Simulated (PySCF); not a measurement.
# Bond curve of CdGe⁺

Set-up: basis Cd cc-pVDZ-PP with ECP28, Ge cc-pVDZ-PP with ECP10; scalar-relativistic core potentials; PySCF 2.14. Energies in eV from Cd + Ge⁺ in their ground configurations at the same level. All curves are PBE0. state 1: ²Π (doublet), unpaired electrons π ↑; state 2: ²Σ⁺ (doublet), unpaired electrons σ ↑, a second solution, started from another occupation; state 3: ⁴Σ⁻ (quartet), unpaired electrons σ ↑, π ↑↑, a second solution, started from another occupation.

```json
{"R (Å)": "2.370", "state 1": "-1.177", "state 2": "0.4315", "state 3": "0.5453"}
{"R (Å)": "2.480", "state 1": "-1.410", "state 2": "0.0438", "state 3": "0.4575"}
{"R (Å)": "2.591", "state 1": "-1.533", "state 2": "-0.2169", "state 3": "0.4519"}
{"R (Å)": "2.673", "state 1": "-1.576", "state 2": "-0.3520", "state 3": "0.4796"}
{"R (Å)": "2.756", "state 1": "-1.588", "state 2": "-0.4480", "state 3": "0.5229"}
{"R (Å)": "2.839", "state 1": "-1.576", "state 2": "-0.5137", "state 3": "0.5746"}
{"R (Å)": "2.949", "state 1": "-1.536", "state 2": "-0.5659", "state 3": "0.6481"}
{"R (Å)": "3.087", "state 1": "-1.458", "state 2": "-0.5909", "state 3": "0.7375"}
{"R (Å)": "3.252", "state 1": "-1.344", "state 2": "-0.5835", "state 3": "0.8316"}
{"R (Å)": "3.473", "state 1": "-1.182", "state 2": "-0.5394", "state 3": "0.9289"}
```

Q: Put a parabola through the three lowest points of the state 1 curve and estimate Re, k and ωe (reduced mass 44.83 u; 1 eV/Å² = 0.16022 mdyn/Å; ωe = 1302.8·√(k/μ) cm⁻¹).

A: Through R = 2.673, 2.756, 2.839 Å the second-order coefficient is 1.74 eV/Å², so Re ≈ 2.756 Å, k ≈ 0.558 mdyn/Å and ωe ≈ 145 cm⁻¹. A polynomial fit of higher order to the unrounded PBE0 energies gives Re = 2.752 Å, k = 0.542 mdyn/Å, ωe = 143 cm⁻¹; anharmonicity and rounding make the difference.

The higher-order fit for each curve: state 1: Re = 2.752 Å, ωe = 143 cm⁻¹, De = 1.59 eV; state 2: Re = 3.129 Å, ωe = 89.1 cm⁻¹, minimum 0.59 eV below the ground-state fragments; state 3: Re = 2.543 Å, ωe = 171 cm⁻¹, minimum 0.447 eV above the ground-state fragments.

Spin–orbit coupling is left out. For an ion De counts to the pair picked by the measured ionisation energies or electron affinities, which need not be the lowest pair at this level. Counting both spins, an empty level lies below a filled one in some of these solutions, because spin and occupation are held. The state is the lowest determinant that a PBE0 search found; another state may lie lower at other levels.
